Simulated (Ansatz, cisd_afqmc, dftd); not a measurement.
Reaction: CsF (SMILES [F][Cs]) → CsF+ (parent SMILES [F][Cs], doublet) + e-
Each species at its own B3LYP-D3(BJ)/def2-TZVP minimum (Ansatz, a quantum-chemistry and plane-wave program).

Quantity: adiabatic ionisation energy (electronic), in eV. Radicals and triplets start from unrestricted determinants; spin-orbit coupling is neglected. Cores are frozen in correlated methods (noble-gas shells, and filled d and f shells in the p block). Past Kr the def2 sets carry scalar-relativistic core potentials. AFQMC is phaseless with a CISD trial state; ± is one standard error, without the phaseless bias. Outlying blocks are dropped, and bars are widened where a walk drifts. Over all cases where full CI ran beside it in this data, AFQMC minus full CI had a median of +0.1 mEh and passed +0.4 mEh in a tenth of the cases. CBS(X,Y): correlation extrapolated as X^-3, Hartree-Fock from the larger set. A bracket is a step between two methods taken in the basis named. The spin of CsF+ (parent SMILES [F][Cs], doublet) was assumed, and the state is the lowest solution found for it.

| level | program | adiabatic ionisation energy (eV) | difference against the last row |
|---|---|---|---|
| HF/def2-SVP | Ansatz | 6.24 | -2.51 |
| HF/def2-TZVPP | Ansatz | 6.57 | -2.18 |
| PBE-D4/def2-TZVPD | Ansatz + dftd4 | 9.28 | 0.53 |
| PBE/def2-TZVPD | Ansatz | 9.28 | 0.53 |
| B3LYP-D3(BJ)/def2-TZVPD | Ansatz + dftd3 | 9.07 | 0.32 |
| PBE0-D4/def2-TZVPD | Ansatz + dftd4 | 8.88 | 0.13 |
| wB97X-V/def2-TZVPD | Ansatz | 8.92 | 0.17 |
| wB97M-V/def2-TZVPD | Ansatz | 8.93 | 0.18 |
| B2GP-PLYP-D3(BJ)/def2-TZVPD | Ansatz + dftd3 | 8.81 | 0.06 |
| CCSD/def2-TZVPP | Ansatz | 8.26 | -0.49 |
| CCSD(T)/def2-TZVPP | Ansatz | 8.36 | -0.39 |
| CCSDT(Q)/def2-TZVPP | Ansatz | 8.36 | -0.39 |
| CCSD(T)/CBS(def2-TZVPP,def2-QZVPP) + [AFQMC/CISD - CCSD(T)]/def2-SVP | Ansatz + cisd_afqmc | 8.77 ± 0.01 | 0.02 |
| CCSD(T)/CBS(def2-TZVPP,def2-QZVPP) + [CCSDT(Q) - CCSD(T)]/def2-QZVPP + [CCSDTQ - CCSDT(Q)]/def2-SVP | Ansatz | 8.75 | 0.00 |
